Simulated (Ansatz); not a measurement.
Ansatz (a quantum-chemistry and plane-wave program) input (PBE/6-31G* with LANL2DZ past Ar): The .json file joins the Basis Set Exchange's 6-31G* for atoms up to Ar and LANL2DZ past it.

Ansatz 0.2 input:
```yaml
crystal:
  periodic: [false, false, false]
  atoms:
    - {symbol: Au, position_ang: [-0.00000000, -0.00000000, -0.39913200]}
    - {symbol: Cl, position_ang: [0.00000000, 0.00000000, 1.85478800]}
basis:
  gaussian:
    orbitals: 6-31Gs+LANL2DZ.json
hamiltonian:
  xc: {name: PBE}
relax: {f_tol: 0.003, max_steps: 120}
```

Output:

```
Functional definition: PBE
integrals: 0.01 GiB planned
485 factors; their error is unknown
mean field: 0.08 GiB planned
mean field evaluation 1: about -16201.9976 eV, gradient 1.5e1 eV
mean field evaluation 2: about -16198.0723 eV, gradient 3.6e1 eV
mean field evaluation 4: about -16202.8890 eV, gradient 1.9e0 eV
mean field evaluation 8: about -16202.8926 eV, gradient 2.9e-2 eV
mean field -16202.89257286 eV, -595.4453193377 hartree, gradient 2.4e-5 eV, S^2 0.000000; 0 other end points of the search recorded, 0 dependent functions left out
the calculation of the forces begins
reference -16202.89261704 eV, -595.4453209610 hartree; 18, 18 occupied and 23, 23 virtual orbitals, 485 factors
relax step   1: F+E_penalty+E_count = -16202.89257286 eV  Δ(F+E_penalty+E_count) = +0.000e0 eV  max|allowed force component| = 3.520e-1 eV/Å  Δτ_max = 0.0000 Å  (24 SCF iters, accepted)
these checks for a lower state are left out or cut short: starts, cluster_reference, orbital_swaps, neighbouring_geometries, increment
integrals: 0.01 GiB planned
485 factors; their error is unknown
mean field: 0.08 GiB planned
mean field evaluation 16: about -16202.9044 eV, gradient 2.5e-3 eV
mean field -16202.89722017 eV, -595.4454901230 hartree, gradient 2.6e-5 eV, S^2 0.000000; 0 other end points of the search recorded, 0 dependent functions left out
the calculation of the forces begins
reference -16202.89726426 eV, -595.4454917433 hartree; 18, 18 occupied and 23, 23 virtual orbitals, 485 factors
relax step   2: F+E_penalty+E_count = -16202.89722017 eV  Δ(F+E_penalty+E_count) = -4.647e-3 eV  max|allowed force component| = 5.794e-2 eV/Å  Δτ_max = 0.0115 Å  (28 SCF iters, accepted)
these checks for a lower state are left out or cut short: starts, cluster_reference, orbital_swaps, neighbouring_geometries, increment
integrals: 0.01 GiB planned
485 factors; their error is unknown
mean field: 0.08 GiB planned
mean field -16202.89735920 eV, -595.4454952324 hartree, gradient 1.3e-5 eV, S^2 0.000000; 0 other end points of the search recorded, 0 dependent functions left out
the calculation of the forces begins
reference -16202.89740328 eV, -595.4454968522 hartree; 18, 18 occupied and 23, 23 virtual orbitals, 485 factors
relax step   3: F+E_penalty+E_count = -16202.89735920 eV  Δ(F+E_penalty+E_count) = -1.390e-4 eV  max|allowed force component| = 1.569e-3 eV/Å  Δτ_max = 0.0023 Å  (21 SCF iters, accepted)
integrals: 0.01 GiB planned
485 factors; their error is unknown
mean field: 0.08 GiB planned
mean field evaluation 32: about -16201.9791 eV, gradient 1.6e1 eV
mean field -16202.89735920 eV, -595.4454952324 hartree, gradient 1.3e-5 eV, S^2 0.000000; 1 other end points of the search recorded, 0 dependent functions left out
the calculation of the forces begins
reference -16202.89740328 eV, -595.4454968522 hartree; 18, 18 occupied and 23, 23 virtual orbitals, 485 factors
Total energy: -16202.89740328 eV, -595.4454968522 hartree
Atom 0 at     0.000000     0.000000    -0.412956 Å, force     0.000000    -0.000000    -0.001569 eV/Å
Atom 1 at    -0.000000    -0.000000     1.868612 Å, force    -0.000000     0.000000     0.001569 eV/Å
Dipole moment:     0.000000    -0.000000    -0.700659 e Å
```

The geometry given is a B3LYP-D3(BJ)/def2-TZVP minimum.
